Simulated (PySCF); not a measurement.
Computed shifts of a molecule C4H6F2, PBE/pcSseg-1 in PySCF, GIAO, gas phase, atoms alike by connectivity averaged where their shifts nearly agree, in ppm (number of nuclei): ¹³C: 164.0 (1), 84.6 (1), 18.6 (2). ¹⁹F: -119.4 (2). ¹H: 1.91 (6). References: ¹³C against TMS (σ = 182.0 ppm); ¹⁹F against CFCl3 (σ = 133.6 ppm); ¹H against TMS (σ = 31.49 ppm), references at their B3LYP-D3(BJ)/def2-TZVP geometries, non-relativistic. Coordinates come from a PBE0-D3(BJ)/def2-SVP optimisation. Other conformers were not sampled.

### Question
Pick the molecule that these values belong to.
A. C[C@@]1(F)C[C@@H]1F
B. CCC=C(F)F
C. CC(C)=C(F)F
D. C=C(C)C(F)F

### Answer
C, CC(C)=C(F)F
